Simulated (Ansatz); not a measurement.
Caution, from a PySCF single point (PBE0-D3(BJ)/def2-TZVPD) at this geometry: the highest occupied level lies above zero, so the state may not be bound. This triplet is an excited state, 1.15 eV above the relaxed singlet at the level frozen-core CCSD(T)/aug-cc-pVDZ // PBE0-D3(BJ)/def2-TZVPD (Ansatz, a program for electronic structure).

Species: H$_{5}$AlNSi, SMILES `[NH2][Al-][SiH3]` (excited triplet) (charge -1, multiplicity 3).

Give a relaxed geometry from PBE0-D3(BJ)/def2-TZVPD run with Ansatz.

Several could match; the one computed here: the end point of this relaxation, one of several conformers (outside a Z-matrix the atoms follow the SMILES, hydrogens last).
Cartesian coordinates (Å) in one orientation:
```xyz
8

N     -2.138    -0.235     0.282
Al    -0.485    -1.076     0.253
Si     1.574     0.250     0.085
H     -2.763    -0.353    -0.503
H     -2.687    -0.262     1.130
H      1.916     1.241     1.181
H      2.768    -0.670     0.086
H      1.815     1.105    -1.145
```
